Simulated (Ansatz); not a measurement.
The same path of C₃H₈O₂Si (14 atoms, charge 0, multiplicity 1) was run 3 times with different band settings. The coordinate that changes most is the dihedral C1–C2–O3–Si4.

The calculation used Ansatz 0.2.0, RKS PBE-D4/def2-SVP.

Relaxed end points:

```xyz
14
Properties=species:S:1:pos:R:3
C 0.147 -2.935 -0.286
C 0.413 -1.743 0.274
O 0.035 -0.559 -0.288
Si 0.143 0.957 0.469
C -0.048 2.185 -0.926
O -1.008 1.125 1.676
H -0.407 -3.006 -1.233
H 0.491 -3.857 0.203
H 0.972 -1.666 1.228
H 1.445 1.045 1.205
H -0.037 3.225 -0.543
H 0.777 2.072 -1.658
H -1.002 2.022 -1.468
H -1.934 1.105 1.377
```

```xyz
14
Properties=species:S:1:pos:R:3
C 0.122 -2.464 0.613
C 0.495 -1.833 -0.517
O 0.341 -0.509 -0.806
Si 0.121 0.756 0.311
C 0.036 2.287 -0.757
O -1.245 0.534 1.263
H -0.384 -1.940 1.438
H 0.311 -3.542 0.713
H 0.972 -2.376 -1.352
H 1.248 0.752 1.294
H -0.113 3.192 -0.135
H 0.974 2.411 -1.335
H -0.801 2.222 -1.483
H -2.090 0.479 0.782
```

Common settings: spring 5.0 eV/Å²; optimiser quadratic models (default); start path through a guess of the saddle point; end points relaxed.

| run | movable images | climbing image | force threshold | iteration limit |
| --- | --- | --- | --- | --- |
| 1 | 9 | yes | 0.05 eV/Å | 57 |
| 2 | 4 | no | 0.05 eV/Å | 60 |
| 3 | 9 | yes | 0.2 eV/Å | 60 |

Problem. What does each run give, and how far can it be trusted?

Solution. Run 1: converged after 20 iterations, highest image 0.074 eV above the first end. A vibrational analysis at the climbing image gives one clearly imaginary mode, 71i cm⁻¹: a first-order saddle point.
Run 2: converged after 15 iterations, highest image 0.067 eV above the first end. No image climbed, so the highest image needn't sit at the top of the path.
Run 3: converged after 14 iterations, highest image 0.074 eV above the first end. The threshold of 0.2 eV/Å is loose, so the images may lie well off the minimum-energy path. Another band between the same ends (9 images) ends at a top of the same energy, where a vibrational analysis finds 1 clearly imaginary mode.
